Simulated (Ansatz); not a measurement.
`N#[C][Sn]([F])([Cl])[Cl]` + SiH₄ → `[F][Sn]([SiH3])([Cl])[Cl]` + `C#N` at 600 K and 1 bar (formal exchange of groups at the Sn–C bond).

Calculated with Ansatz (gas phase, PBE0-D4/def2-TZVP geometries, no zero-point term in ΔE). CCSD(T)/CBS is the MP2 limit (def2-TZVPP, def2-QZVPP) plus CCSD(T) − MP2 in def2-TZVPP, frozen cores. This one scheme is used for every species. Elements past krypton have def2 core potentials. For Sn outer-core shells are correlated without core-valence functions, which leaves a few kJ/mol of doubt a bond.

```
                    species  CCSD(T)/CBS energy (Eh)  H − E (kJ/mol)  S (J/(mol·K))
 `N#[C][Sn]([F])([Cl])[Cl]`              -1326.22933            91.7          475.6
                       SiH₄               -291.46306           108.7          242.3
`[F][Sn]([SiH3])([Cl])[Cl]`              -1524.38995           144.3          509.5
                      `C#N`                -93.32098            64.3          228.4
```

H − E and S are ideal-gas, rigid-rotor, harmonic terms from PBE0-D4/def2-TZVP. 1 Eh = 2625.50 kJ/mol, R = 8.31446 J/(mol·K).

By hand: ΔE, ΔH, ΔS and ΔG.

ΔE = (-1524.38995) + (-93.32098) − (-1326.22933) − (-291.46306) = -0.01854 Eh = -48.7 kJ/mol. Δ(H − E) = 144.3 + 64.3 − 91.7 − 108.7 = 8.2, so ΔH = -40.5 kJ/mol. ΔS = 509.5 + 228.4 − 475.6 − 242.3 = 20.0 J/(mol·K). ΔG = -40.5 − 600 × (20.0)/1000 = -52.5 kJ/mol.

By hand: the equilibrium constant, and the temperature at which ΔG would vanish if ΔH and ΔS stayed fixed.

log₁₀ K = −ΔG/(RT ln 10) = 4.6. ΔH and −TΔS have one sign here, so there is no such temperature.

ΔH outweighs TΔS. A doubt of 5 kJ/mol in ΔE shifts log₁₀ K by 0.4 here. Modes under 60 cm⁻¹, often nearly free rotors, make the harmonic entropy too high. These are equilibria of isolated gas molecules and say nothing of rates. Largest T1 diagnostic: 0.014 (customary marks: 0.02 for closed shells, 0.045 for open ones).
